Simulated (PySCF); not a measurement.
C$_{4}$H$_{5}$, doublet, geometry from GFN2-xTB; B3LYP/def2-SV(P) (PySCF).

PySCF was given this input:
```python
from pyscf import gto, scf, dft

mol = gto.Mole()
mol.atom = '''
    C    -0.00487805   -0.07714410    0.26394931
    C     0.19855614   -0.71836459   -0.91636831
    C    -0.06383047    0.73604089   -0.99191477
    C    -0.10307189   -0.06938417    1.60220965
    H     0.40079764   -1.59828163   -1.47223199
    H     0.74883323    1.41662743   -1.23105220
    H    -1.02322444    1.09027825   -1.35918325
    H     0.02216024   -0.97349051    2.17299880
    H    -0.30922107    0.83797828    2.14221335
'''
mol.basis = 'def2-sv(p)'
mol.spin = 1
mol.verbose = 4
mol.symmetry = True
mol.build()

mf = dft.UKS(mol)
mf.xc = 'b3lyp'
mf.irrep_nelec = {"A'": (13, 12), 'A"': (2, 2)}
mf.kernel()
mf.analyze()
```

It wrote (shortened):

```
PySCF version 2.14.0

[INPUT] verbose = 4
[INPUT] num. atoms = 9
[INPUT] num. electrons = 29
[INPUT] charge = 0
[INPUT] spin (= nelec alpha-beta = 2S) = 1
[INPUT] symmetry True subgroup None
[INPUT] Mole.unit = angstrom
[INPUT] Symbol           X                Y                Z      unit          X                Y                Z       unit  Magmom
[...]
nuclear repulsion = 102.59505867234
point group symmetry = Cs
symmetry origin: [-1.30325939e-09 -7.65671051e-18 -6.51629708e-10]
symmetry axis x: [ 0.18552861 -0.98019013 -0.06932852]
symmetry axis y: [ 0.05700123  0.08116999 -0.99506899]
symmetry axis z: [0.9809842  0.18066195 0.0709314 ]
num. orbitals of irrep A' = 48
num. orbitals of irrep A" = 18
number of shells = 34
number of NR pGTOs = 116
number of NR cGTOs = 66
basis = def2-sv(p)
ecp = {}

******** <class 'pyscf.dft.uks_symm.SymAdaptedUKS'> ********
method = SymAdaptedUKS
initial guess = minao
damping factor = 0
level_shift factor = 0
DIIS = <class 'pyscf.scf.diis.CDIIS'>
diis_start_cycle = 1
diis_space = 8
diis_damp = 0
SCF conv_tol = 1e-09
SCF conv_tol_grad = None
SCF max_cycles = 50
direct_scf = True
direct_scf_tol = 1e-13
number electrons alpha = 15  beta = 14
irrep_nelec {"A'": (13, 12), 'A"': (2, 2)}
XC library pyscf.dft.libxc version 7.1.2
    S. Lehtola, C. Steigemann, M. J. T. Oliveira, and M. A. L. Marques,  SoftwareX 7, 1–5 (2018)
XC functionals = b3lyp
    P. J. Stephens, F. J. Devlin, C. F. Chabalowski, and M. J. Frisch,  J. Phys. Chem. 98, 11623 (1994)
radial grids:
    Treutler-Ahlrichs [JCP 102, 346 (1995); DOI:10.1063/1.469408] (M4) radial grids

becke partition: Becke, JCP 88, 2547 (1988); DOI:10.1063/1.454033
pruning grids: <function nwchem_prune>
grids dens level: 3
symmetrized grids: True
atomic radii adjust function: <function treutler_atomic_radii_adjust>
small_rho_cutoff = 0
Freeze 29 electrons in irreps ["A'", 'A"']
    0 free electrons in irreps
Set gradient conv threshold to 3.16228e-05
tot grids = 105512
init E= -155.715864822531

cycle= 1 E= -154.863634104292  delta_E= 0.852  |g|= 0.282  |ddm|= 5.62

cycle= 2 E= -154.613323644125  delta_E= 0.25  |g|= 0.689  |ddm|= 9.74

cycle= 3 E= -154.865229189212  delta_E= -0.252  |g|= 0.241  |ddm|= 10.5

cycle= 4 E= -154.907627210274  delta_E= -0.0424  |g|= 0.0753  |ddm|= 3.68

cycle= 5 E= -154.911974748969  delta_E= -0.00435  |g|= 0.0395  |ddm|= 2.31

cycle= 6 E= -154.912893490268  delta_E= -0.000919  |g|= 0.0296  |ddm|= 0.61

cycle= 7 E= -154.913335615386  delta_E= -0.000442  |g|= 0.0249  |ddm|= 0.324

cycle= 8 E= -154.914113383542  delta_E= -0.000778  |g|= 0.017  |ddm|= 1.09

cycle= 9 E= -154.914434216891  delta_E= -0.000321  |g|= 0.0098  |ddm|= 0.551

cycle= 10 E= -154.914672360841  delta_E= -0.000238  |g|= 0.00301  |ddm|= 0.794

cycle= 11 E= -154.914754070097  delta_E= -8.17e-05  |g|= 0.00336  |ddm|= 0.412

cycle= 12 E= -154.914679743389  delta_E= 7.43e-05  |g|= 0.0027  |ddm|= 0.382

cycle= 13 E= -154.91445279404  delta_E= 0.000227  |g|= 0.00243  |ddm|= 1.29

cycle= 14 E= -154.914448618566  delta_E= 4.18e-06  |g|= 0.00243  |ddm|= 0.0275

cycle= 15 E= -154.914529203187  delta_E= -8.06e-05  |g|= 0.00227  |ddm|= 0.487

cycle= 16 E= -154.914378015376  delta_E= 0.000151  |g|= 0.00269  |ddm|= 1.02

cycle= 17 E= -154.914353219387  delta_E= 2.48e-05  |g|= 0.00284  |ddm|= 0.208

cycle= 18 E= -154.914354442999  delta_E= -1.22e-06  |g|= 0.00266  |ddm|= 0.035

cycle= 19 E= -154.913722421171  delta_E= 0.000632  |g|= 0.0173  |ddm|= 3.79

cycle= 20 E= -154.914059693594  delta_E= -0.000337  |g|= 0.00979  |ddm|= 1.58

cycle= 21 E= -154.914044998363  delta_E= 1.47e-05  |g|= 0.00955  |ddm|= 0.255

cycle= 22 E= -154.914213172538  delta_E= -0.000168  |g|= 0.00376  |ddm|= 1.08

cycle= 23 E= -154.914112586079  delta_E= 0.000101  |g|= 0.00675  |ddm|= 0.83

cycle= 24 E= -154.914132708631  delta_E= -2.01e-05  |g|= 0.00598  |ddm|= 0.129

cycle= 25 E= -154.914282136891  delta_E= -0.000149  |g|= 0.00223  |ddm|= 1.37

[...]
SCF not converged.
Total Energy =                        -154.914118704783107
[...]
beta  MO #10 (A' #10), energy= -0.490449664117333 occ= 1
beta  MO #11 (A" #1), energy= -0.48465018169028 occ= 1
beta  MO #12 (A' #11), energy= -0.388754464450074 occ= 1
beta  MO #13 (A' #12), energy= -0.33727762405325 occ= 1
beta  MO #14 (A" #2), energy= -0.335876241661536 occ= 1
beta  MO #15 (A" #3), energy= -0.181529409656583 occ= 0
beta  MO #16 (A" #4), energy= 0.0105410884212899 occ= 0
beta  MO #17 (A' #13), energy= 0.0668536054040385 occ= 0
beta  MO #18 (A' #14), energy= 0.077957409669446 occ= 0
beta  MO #19 (A' #15), energy= 0.0946187422296383 occ= 0
beta  MO #20 (A' #16), energy= 0.106141875921116 occ= 0
beta  MO #21 (A" #5), energy= 0.124502768594209 occ= 0
beta  MO #22 (A' #17), energy= 0.166831547382706 occ= 0
beta  MO #23 (A' #18), energy= 0.204767456082571 occ= 0
beta  MO #24 (A' #19), energy= 0.237856019500324 occ= 0
beta  MO #25 (A' #20), energy= 0.263849271882397 occ= 0
beta  MO #26 (A' #21), energy= 0.292790975133018 occ= 0
beta  MO #27 (A' #22), energy= 0.410216735481046 occ= 0
beta  MO #28 (A' #23), energy= 0.415931314967887 occ= 0
beta  MO #29 (A" #6), energy= 0.432432132330409 occ= 0
beta  MO #30 (A' #24), energy= 0.457932928810015 occ= 0
beta  MO #31 (A" #7), energy= 0.491009657142092 occ= 0
beta  MO #32 (A' #25), energy= 0.511501700752597 occ= 0
beta  MO #33 (A" #8), energy= 0.546427199257113 occ= 0
beta  MO #34 (A" #9), energy= 0.601956886389992 occ= 0
beta  MO #35 (A' #26), energy= 0.605587071575854 occ= 0
beta  MO #36 (A' #27), energy= 0.633638840742707 occ= 0
beta  MO #37 (A' #28), energy= 0.639558439982174 occ= 0
beta  MO #38 (A' #29), energy= 0.66529142669928 occ= 0
beta  MO #39 (A" #10), energy= 0.69019332365015 occ= 0
beta  MO #40 (A' #30), energy= 0.691720148196929 occ= 0
beta  MO #41 (A' #31), energy= 0.711956243158136 occ= 0
beta  MO #42 (A' #32), energy= 0.734544334729809 occ= 0
beta  MO #43 (A' #33), energy= 0.794267405443641 occ= 0
beta  MO #44 (A' #34), energy= 0.843772179318284 occ= 0
beta  MO #45 (A' #35), energy= 1.05267417985315 occ= 0
beta  MO #46 (A' #36), energy= 1.05959444419191 occ= 0
beta  MO #47 (A" #11), energy= 1.27113312759271 occ= 0
beta  MO #48 (A" #12), energy= 1.43229774743127 occ= 0
beta  MO #49 (A' #37), energy= 1.54237203196248 occ= 0
beta  MO #50 (A" #13), energy= 1.57751047999334 occ= 0
beta  MO #51 (A' #38), energy= 1.67873533461826 occ= 0
beta  MO #52 (A" #14), energy= 1.70598052559299 occ= 0
beta  MO #53 (A' #39), energy= 1.79986563076864 occ= 0
beta  MO #54 (A" #15), energy= 1.85136839888198 occ= 0
beta  MO #55 (A' #40), energy= 1.88590472218146 occ= 0
beta  MO #56 (A' #41), energy= 1.99119052711821 occ= 0
beta  MO #57 (A" #16), energy= 2.05107335974147 occ= 0
beta  MO #58 (A' #42), energy= 2.10032320287292 occ= 0
beta  MO #59 (A' #43), energy= 2.1430350788166 occ= 0
beta  MO #60 (A' #44), energy= 2.29717916697092 occ= 0
beta  MO #61 (A" #17), energy= 2.31121053125412 occ= 0
beta  MO #62 (A' #45), energy= 2.38028571911331 occ= 0
beta  MO #63 (A' #46), energy= 2.49268585953082 occ= 0
beta  MO #64 (A" #18), energy= 2.56840583485467 occ= 0
beta  MO #65 (A' #47), energy= 2.9482175107597 occ= 0
beta  MO #66 (A' #48), energy= 3.05588386143124 occ= 0
 ** Mulliken pop alpha/beta on meta-lowdin orthogonal AOs **
 ** Mulliken pop       alpha | beta **
In total            15.00000 | 14.00000
 ** Mulliken atomic charges   ( Nelec_alpha | Nelec_beta ) **
charge of  0C =     -0.02200  (     3.02276      2.99923 )
charge of  1C =      0.15827  (     2.97781      2.86392 )
charge of  2C =     -0.26869  (     3.22455      3.04414 )
charge of  3C =     -0.01492  (     3.03522      2.97970 )
charge of  4H =     -0.10608  (     0.70847      0.39761 )
charge of  5H =      0.09050  (     0.47451      0.43499 )
charge of  6H =      0.09050  (     0.47451      0.43499 )
charge of  7H =     -0.05650  (     0.64483      0.41167 )
charge of  8H =      0.12891  (     0.43735      0.43374 )
Dipole moment(X, Y, Z, Debye): -0.56382,  2.62657,  1.10773
```

The run did not converge; its last values are not results.
